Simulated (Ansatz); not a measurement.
Ideal-gas functions of CH₄BrClGe, SMILES `Cl[CH]([GeH3])Br` at 600 K and 1 bar, from an Ansatz frequency run at PBE0-D4/def2-TZVP.

Molar mass 204.01 g/mol, point group C1 (symmetry number 1), electronic degeneracy 1, moments of inertia 214.73, 413.986, 609.446 u Å². Harmonic wavenumbers (cm⁻¹, unscaled): 117, 140, 170, 243, 440, 541, 643, 701, 778, 819, 872, 874, 1121, 1203, 2164, 2175, 2196, 3152.

Use S(trans) = R[1.5 ln M + 2.5 ln T − 1.1517]; rotational temperatures θ = 24.2544 K / I; S(rot) = R[ln(√π/σ · √(T³/θAθBθC)) + 1.5]; for each mode x = 1.438777 ν̃/T, S = R[x/(eˣ − 1) − ln(1 − e⁻ˣ)] and H = RT x/(eˣ − 1); 1 cm⁻¹ = 0.0119627 kJ/mol; R = 8.31446 J/(mol·K).

Task: By hand: the entropy, in J/(mol·K).

Result: Translation 189.7. Rotation: θ = 0.113, 0.0586, 0.0398 K, giving 131.3. Vibration, mode by mode: 18.91, 17.43, 15.83, 12.92, 8.24, 6.71, 5.49, 4.91, 4.24, 3.92, 3.55, 3.53, 2.22, 1.90, 0.29, 0.28, 0.27, 0.04, in all 110.7. Electronic 0.0. Sum 431.7 J/(mol·K).

Task: By hand: H − E and G − E in kJ/mol, counted from the electronic energy.

Result: Zero-point energy ½ × 18349 × 0.0119627 = 109.8; thermal vibration 34.0; translation, rotation and pV give 4 RT = 20.0. H − E = 163.8 kJ/mol, and G − E = 163.8 − 600 × 431.7/1000 = -95.2 kJ/mol.

Vibration gives 26 % of the entropy, 36.3 J/(mol·K) of it from the modes under 150 cm⁻¹: soft modes count most, and the harmonic formula is weakest for them. The sum counts one conformer and one mirror image; others add a mixing term.
